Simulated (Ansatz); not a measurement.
Geometry optimisation, Ansatz, RKS r2SCAN/def2-SVP.

Input file:

```yaml
crystal:
  periodic: [false, false, false]
  atoms:
    - { symbol: "N", position_ang: [-0.7456, 1.3325, 0.7142] }
    - { symbol: P, position_ang: [-0.8326, -0.4127, 0.5277] }
    - { symbol: "N", position_ang: [0.6587, -0.6549, 1.4385] }
    - { symbol: Sn, position_ang: [0.3889, -0.377, -1.68] }
    - { symbol: H, position_ang: [-1.5265, 1.7493, 0.0461] }
    - { symbol: H, position_ang: [-1.1061, 1.6083, 1.6744] }
    - { symbol: H, position_ang: [0.9909, -1.6541, 1.3263] }
    - { symbol: H, position_ang: [0.4915, -0.5247, 2.4562] }
    - { symbol: H, position_ang: [-0.7862, 0.222, -2.8559] }
    - { symbol: H, position_ang: [0.831, -2.0102, -2.0572] }
    - { symbol: H, position_ang: [1.7015, 0.6644, -1.5697] }
basis:
  gaussian: { orbitals: def2-SVP }
hamiltonian:
  xc: r2scan
relax:
  f_tol: 0.02
  max_steps: 50
```

Launched with:

```bash
$ ansatz run input.yaml --threads 2 --pin off --max-ram 3072MiB --backend cpu --events-out ev --progress --plain --runs-dir out
```

Question: Where does it end, and by what steps?

Answer: The forces met the threshold. The force dipped under the threshold on the way, but the program's further checks kept it going. After 31 steps the energy has fallen by 0.751 eV; H7 moved furthest, 1.37 Å.

| step | energy less start (eV) | largest force component (eV/Å) | accepted |
| --- | --- | --- | --- |
| 0 | 0.0000 | 2.584 | yes |
| 2 | -0.2270 | 0.851 | yes |
| 4 | -0.3134 | 0.315 | yes |
| 6 | -0.3341 | 0.337 | yes |
| 8 | -0.4074 | 0.537 | yes |
| 10 | -0.5269 | 0.512 | yes |
| 12 | -0.6048 | 0.454 | yes |
| 14 | -0.6594 | 0.654 | yes |
| 16 | -0.6789 | 0.359 | yes |
| 18 | -0.6995 | 1.297 | no |
| 20 | -0.7324 | 0.497 | yes |
| 22 | -0.7475 | 0.138 | yes |
| 24 | -0.7493 | 0.049 | yes |
| 26 | -0.7500 | 0.033 | no |
| 28 | -0.7504 | 0.021 | yes |
| 30 | -0.7505 | 0.019 | no |
| 31 | -0.7506 | 0.011 | yes |

```xyz
11
Properties=species:S:1:pos:R:3
N -0.961 1.272 0.910
P -0.819 -0.428 0.665
N 0.629 -0.929 1.457
Sn 0.186 -0.526 -1.659
H -0.373 1.955 0.436
H -1.901 1.624 1.067
H 1.470 -0.366 1.329
H 0.500 -1.128 2.449
H -0.861 0.217 -2.804
H 0.532 -2.122 -2.182
H 1.662 0.374 -1.648
```

Time of the run: 2.2 min on 2 threads of Arm Neoverse V1, on a shared host, peak memory 0.17 GiB.
